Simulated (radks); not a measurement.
The numbers below are computed, except where a source is named.
All-electron atom: Au- in [Hg].

Code: a radial shooting solver on a logarithmic mesh with Libxc functionals. Model: scalar-relativistic Kohn-Sham, PBEsol, spin-polarised, spherical densities, point nucleus; Watson sphere of charge +1 and radius 2.89 bohr.

Energy parts (eV; the electron-nucleus part includes the sphere):
total: -517948.79
kinetic: 578806.34
electron-nucleus: -1288739.16
Hartree: 201706.75
exchange-correlation: -9722.73

Orbitals (lengths in bohr, moments of r in powers of bohr; <r^-3> diverges for s and p1/2):
orbital,occ.,eigenvalue (eV),<r^4>,<r^2>,<r^-3>
1s,2,-80760.24,4.245e-07,0.0003931,-
2s,2,-14249.55,0.00006224,0.005995,-
2p,6,-12318.51,0.00005054,0.005048,25480
3s,2,-3363.194,0.002252,0.03867,-
3p,6,-2803.238,0.002476,0.03976,5827
3d,10,-2205.352,0.001903,0.03293,723.8
4s,2,-729.7689,0.05051,0.1870,-
4p,6,-546.1789,0.06762,0.2138,1403
4d,10,-325.9347,0.09366,0.2429,152.4
4f,14,-81.3784,0.1875,0.3016,29.38
5s,2,-108.6106,1.352,0.9633,-
5p,6,-59.9567,2.601,1.304,237.1
5d,10,-7.2038,23.23,3.301,12.70
6s,2,-6.6230,140.4,9.229,-

The highest occupied level is 6s at -6.623 eV. The density falls to 0.001 e/bohr^3 at r = 4.53 bohr.
